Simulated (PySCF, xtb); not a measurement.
BCl₂, SMILES Cl[B]Cl, multiplicity 2.

Harmonic wavenumbers (cm⁻¹) from GFN2-xTB run with xtb 6.7.1 at its own minimum, in rising order: 271, 712, 785.

Question: What does PBE-D3(BJ)/def2-TZVP (PySCF) give at its own minimum? (Estimate from the structure and the level; the computed values follow.)

Answer: 275, 681, 974. Paired by order, the mean absolute difference is 75 cm⁻¹ and the zero-point energies are 2.5 and 2.8 kcal/mol.
